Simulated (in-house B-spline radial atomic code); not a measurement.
# Ionising Mn7+ with different functionals

Computed with an all-electron radial atomic-structure program (B-spline basis): non-relativistic Hamiltonian, point nucleus, spin-polarised at highest spin, spherical fractional occupations for the functionals, and exact exchange of hybrids averaged over the configuration. The ionisation energy is the difference of two self-consistent energies, [Ne] 3s2 3p6 → [Ne] 3s2 3p5, without Breit or QED terms; ε is the level of the shell that loses the electron (its least bound occupied spin orbital).

```json
{"method": "PBE0", "rung": "global hybrid", "ΔSCF (eV)": "?", "-ε(3p) (eV)": "?"}
{"method": "B3LYP", "rung": "global hybrid", "ΔSCF (eV)": "195.62", "-ε(3p) (eV)": "185.54"}
{"method": "TPSSh", "rung": "global hybrid", "ΔSCF (eV)": "195.82", "-ε(3p) (eV)": "184.41"}
{"method": "M06-2X", "rung": "global hybrid", "ΔSCF (eV)": "195.19", "-ε(3p) (eV)": "189.62"}
{"method": "BHandHLYP", "rung": "global hybrid", "ΔSCF (eV)": "195.52", "-ε(3p) (eV)": "189.62"}
{"method": "r2SCAN0", "rung": "global hybrid", "ΔSCF (eV)": "?", "-ε(3p) (eV)": "?"}
{"method": "B97-1", "rung": "global hybrid", "ΔSCF (eV)": "195.58", "-ε(3p) (eV)": "185.58"}
{"method": "HSE06", "rung": "range-separated hybrid", "ΔSCF (eV)": "195.59", "-ε(3p) (eV)": "185.79"}
{"method": "wB97X", "rung": "range-separated hybrid", "ΔSCF (eV)": "195.51", "-ε(3p) (eV)": "188.51"}
{"method": "CAM-B3LYP", "rung": "range-separated hybrid", "ΔSCF (eV)": "195.54", "-ε(3p) (eV)": "187.53"}
{"method": "LC-wPBE", "rung": "range-separated hybrid", "ΔSCF (eV)": "195.61", "-ε(3p) (eV)": "188.43"}
```

(1) What does r2SCAN0 give?

(2) What does PBE0 give?

(3) Among the functionals, which spreads more, the ΔSCF values or the orbital energies?

(4) How do they compare with the NIST value?

Answers

(1) ΔSCF 196.22 eV, and -ε(3p) = 187.04 eV.

(2) ΔSCF 195.62 eV, and -ε(3p) = 186.24 eV.

(3) The orbital energies: ΔSCF values span about 1.02 eV and the orbital energies 5.21 eV; here energy differences depend much less on the functional than eigenvalues do.

(4) NIST lists 195.5 eV ± 0.3 (semi-empirical, ground level to ground level). Errors run from -0.31 to +0.72 eV; wB97X is closest (+0.01 eV), though others lie within the uncertainty of it, and part of that can be cancellation, since the calculations leave out relativity, Breit-QED terms, multiplet and fine-structure energies.
